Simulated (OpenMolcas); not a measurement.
Ag2+ (d9) in a complex was computed by SS-CASPT2, IPEA 0.25 Eh, imaginary shift 0.1 Eh with the d shell active (OpenMolcas, ANO-RCC-VDZP on the metal). Its lowest spin-free states, and all those of the highest spin:

```csv
2S+1,Degeneracy,E (cm-1)
2,2,0
2,2,6640
2,1,7830
```

Question: Is the site octahedral, tetrahedral or cube-like, axial, or of lower symmetry?

Answer: The states with 2S+1 = 2 have orbital degeneracies 2, 2, 1. There are pairs but no triples, so the site is axial: not cubic, but with a proper or improper axis of order three or more. The run had Ag2+ with 6 ligands (oxide) in trigonal antiprismatic coordination (D3d) at 2.41 Å, a polar angle of 59.7° against the regular 54.74°. A charge of +1.67 e stands 2.6 Å behind each ligand. Ligand basis ANO-RCC-VDZP.

Roots that are degenerate in the reference are averaged as groups; the widest CASPT2 spread within a group is 66 cm-1 (the 2-fold group of multiplicity 2 near 6640 cm-1 above the lowest state of its run). Shifts and gaps below about the spread of the groups concerned are not significant. Over all roots computed the reference weight is 0.64; a low but even weight reflects the number of correlated electrons. An orbital doublet at a regular site is open to a Jahn-Teller distortion, which this geometry leaves out. The oxide ions are held by bare point charges, a crude embedding. Ligand-to-metal charge-transfer states are missing. With one d shell and no ligand orbital active, 10Dq can be off by a tenth or more. Free-ion shares, where given, are those of the reference states; single-state CASPT2 does not remix them. The distance lies 4 % over the 2.32 Å that this model takes as the normal distance (a Shannon-type radius plus a fixed donor radius); by an R⁻⁵ law this alone changes a d-shell field by about -17 %. No measured value stands beside these numbers; the geometry was imposed, not optimised, and the real ion may take another.
